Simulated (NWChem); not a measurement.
System: SiHSClF$_{2}$; SMILES F[Si](F)(S)Cl

```xyz
6

F     -1.3038    -0.0063    -1.2921
Si    -0.3319     0.0009     0.0011
F     -1.2776    -0.1321     1.3105
S      0.7412     1.8271    -0.0485
Cl     0.8732    -1.6566    -0.0276
H      1.5644     1.4292     0.9631
```
Atoms are numbered in this order, from 1.

Level: PBE-D3(BJ)/def2-SVP (NWChem), optimised geometry, unscaled harmonic frequencies. 

Problem. List the harmonic frequencies with IR intensities, and the thermochemistry.

Solution. 
```
frequency (cm⁻¹)  IR intensity (km/mol)
----------------  ---------------------
98                                 12.7
177                                 6.2
186                                 5.9
242                                 8.3
282                                22.5
297                                16.9
474                                22.6
614                               191.7
732                                55.9
872                               160.6
955                               118.8
2617                                2.0
```

- zero-point energy = 10.8 kcal/mol
- thermal correction to the enthalpy at 298.15 K (with zero-point energy) = 15.6 kcal/mol
- heat capacity Cv = 20.8 cal/(mol K)
- entropy at 298.15 K and 1 atm (symmetry number 1) = 83.1 cal/(mol K)
- dipole moment = 1.70 D

Rigid rotor and harmonic oscillator; modes under 100 cm⁻¹ make the entropy uncertain.
